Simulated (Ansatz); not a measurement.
Pulling on the Ca1–O2 bond in CaO (multiplicity 1 held). Energies count from the point at 1.824 Å.


R- and RO- levels are restricted; in cc, def2 and unpolarised 6-31G sets they are followed outwards from rest. Unrestricted levels (U-) break spin symmetry where that is lower. Left out are points that failed, MP2 points that dive below the minimum, coupled-cluster points behind a jump of the amplitudes or a sharp parting from full CI or MRCI, small-basis points behind a change of solution, and semi-empirical points at long bonds. Levels need not reach the same state.

Cores are frozen in the correlated methods.

Programs: Ansatz (Gaussian basis) for Hartree–Fock, density functionals and correlated methods. Values without a source in brackets are computed.

Energies in kJ/mol.

| R (Å) | U-r2SCAN/def2-TZVPPD | R-B3LYP/def2-TZVPPD | R-SCS-MP2/def2-TZVPPD | R-CCSD/def2-TZVPPD |
|---|---|---|---|---|
| 1.459 | 261 | 269 | 333 | 317 |
| 1.641 | 48 | 52 | 81 | 73 |
| 1.824 | 0 | 0 | 0 | 0 |
| 2.006 | 33 | 30 | 4 | 15 |
| 2.189 | 95 | 95 | 34 | 66 |
| 2.462 | 162 | 205 | 137 | 127 |
| 2.736 | 224 | 301 | 295 | 195 |
| 3.192 | 319 | 415 | 465 | 304 |
| 3.648 | 391 | 484 | 555 | 390 |
| 4.195 | 440 | 532 | 605 | 458 |
| 4.924 | 471 | 567 | 626 | 501 |
| 5.836 | 486 | 588 | 631 | left out |
| 7.295 | 495 | 602 | 632 | left out |

Doubts at one or more of the structures used: a spin-contaminated determinant (U-r2SCAN/def2-TZVPPD); a restricted determinant that unrestricted orbitals would lower (R-B3LYP/def2-TZVPPD, R-SCS-MP2/def2-TZVPPD, R-CCSD/def2-TZVPPD); T1 above 0.05 (R-CCSD/def2-TZVPPD); other coupled-cluster roots lie near (R-CCSD/def2-TZVPPD).

Ansatz is a first-principles code.
